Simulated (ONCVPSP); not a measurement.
# V (Z = 23): one change to an ONCV potential, before and after

```json
{
  "Element": "V (Z = 23)",
  "Generator": "ONCVPSP 4.0.1",
  "Type": "optimised norm-conserving Vanderbilt (ONCV)",
  "Functional": "LDA (Perdew-Wang 92)",
  "Relativity": "fully relativistic",
  "Frozen core": "[Ne]",
  "Valence charge": "13",
  "Reference configuration": "3s2 3p6 3d3 4s1.75 4p0.25",
  "Partial waves": "3s+4s: rc 1.75 bohr, ncon 3, nbas 6, qcut 5.5 1/bohr, 2 projectors; 3p+4p: rc 1.95 bohr, ncon 5, nbas 8, qcut 8.1 1/bohr, 2 projectors; 3d: rc 2.00 bohr, ncon 3, nbas 7, qcut 8.4 1/bohr, 2 projectors, debl 1.2 Ha",
  "Local potential": "polynomial inside 1.75 bohr (lpopt 5, dvloc0 0 Ha)",
  "Core correction": "Teter function, fcfact 2.5, rcfact 1.25"
}
```

Open shells are filled in proportion to 2j + 1.

Change: core correction none.

Cutoffs: the cutoffs (Ha) at which the residual kinetic energy of the hardest occupied pseudo-wave falls to 1 and 0.1 mHa per electron; they do not see the model core or the augmentation charge, which bear on the density cutoff. Errors are all-electron minus pseudo energies relative to the spin-unpolarised reference configuration.

Task: Predict the effect on cutoff, ghosts and configuration errors.

Result: The potential gets neither clearly harder nor softer (25 Ha and 29 Ha → 25 Ha and 29 Ha); of the 4 tests that both files solve, the error grows in 2 and shrinks in 0 by more than 15 % and 0.3 meV (median size 0.5 → 1.0 meV); neither file shows a bound ghost.

| quantity | base | changed |
| --- | --- | --- |
| cutoff, loose | 25 Ha | 25 Ha |
| cutoff, tight | 29 Ha | 29 Ha |
| bound ghosts | none | none |
| GHOST(+) flags under 300 eV | none | none |
| error for 3s2 3p6 3d3 4s2 4p0, meV [ΔE -0.83 eV] | 0.0 | 0.0 |
| error for 3s2 3p6 3d3 4s1 4p0, meV [ΔE 7.10 eV] | +0.8 | +0.9 |
| error for 3s2 3p6 3d3 4s0 4p0, meV [ΔE 21.64 eV] | +2.4 | +3.5 |
| error for 3s2 3p6 3d3 4s0 4p1, meV [ΔE 11.27 eV] | +0.3 | +1.1 |
| s: phases at 1.78 bohr within 0.05 rad from the reference energy up to (Ha; the scan ends near 5) | to the end of the scan | to the end of the scan |
| p3/2: phases at 1.98 bohr within 0.05 rad from the reference energy up to (Ha; the scan ends near 5) | to the end of the scan | to the end of the scan |
| p1/2: phases at 1.98 bohr within 0.05 rad from the reference energy up to (Ha; the scan ends near 5) | to the end of the scan | to the end of the scan |
| d5/2: phases at 2.03 bohr within 0.05 rad from the reference energy up to (Ha; the scan ends near 5) | to the end of the scan | to the end of the scan |
| d3/2: phases at 2.03 bohr within 0.05 rad from the reference energy up to (Ha; the scan ends near 5) | to the end of the scan | to the end of the scan |
